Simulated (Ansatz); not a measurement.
`B[O][GaH2]` + `Cl[SiH2][SnH3]` → `B[SiH](Cl)[SnH3]` + `[OH][GaH2]` at 298.15 K and 1 bar (formal exchange of groups at a B–O bond).

Calculated with Ansatz (gas phase, PBE0-D4/def2-TZVP geometries, no zero-point term in ΔE). CCSD(T)/CBS is the MP2 limit (def2-TZVPP, def2-QZVPP) plus CCSD(T) − MP2 in def2-TZVPP, frozen cores. def2 core potentials past Kr. For Ga, Sn outer-core shells are correlated without core-valence functions, which leaves a few kJ/mol of doubt a bond. Scalar relativity is left out up to krypton.

| species | CCSD(T)/CBS energy (Eh) | H − E (kJ/mol) | S (J/(mol·K)) |
| --- | --- | --- | --- |
| `B[O][GaH2]` | -2026.35181 | 117.1 | 314.9 |
| `Cl[SiH2][SnH3]` | -965.91563 | 121.6 | 350.5 |
| `B[SiH](Cl)[SnH3]` | -991.28328 | 159.4 | 388.6 |
| `[OH][GaH2]` | -2000.92981 | 82.7 | 263.1 |

H − E and S are ideal-gas, rigid-rotor, harmonic terms from PBE0-D4/def2-TZVP, for one conformer and one mirror image of each species. 1 Eh = 2625.50 kJ/mol, R = 8.31446 J/(mol·K).

Q: By hand: ΔE, ΔH, ΔS and ΔG.

A: ΔE = (-991.28328) + (-2000.92981) − (-2026.35181) − (-965.91563) = 0.05435 Eh = 142.7 kJ/mol. Δ(H − E) = 159.4 + 82.7 − 117.1 − 121.6 = 3.4, so ΔH = 146.1 kJ/mol. ΔS = 388.6 + 263.1 − 314.9 − 350.5 = -13.7 J/(mol·K). ΔG = 146.1 − 298.15 × (-13.7)/1000 = 150.2 kJ/mol.

Q: By hand: the equilibrium constant, and the temperature at which ΔG would vanish if ΔH and ΔS stayed fixed.

A: log₁₀ K = −ΔG/(RT ln 10) = -26.3. ΔH and −TΔS have one sign here, so there is no such temperature.

The number of gas molecules stays the same, so ΔS is small and ΔH decides. A doubt of 5 kJ/mol in ΔE shifts log₁₀ K by 0.9 here. Other conformers and mirror images would add mixing entropy, several J/(mol·K) or more a flexible species. Modes under 60 cm⁻¹, often nearly free rotors, make the harmonic entropy too high. These are equilibria of isolated gas molecules and say nothing of rates. Largest T1 diagnostic: 0.016 (customary marks: 0.02 for closed shells, 0.045 for open ones).
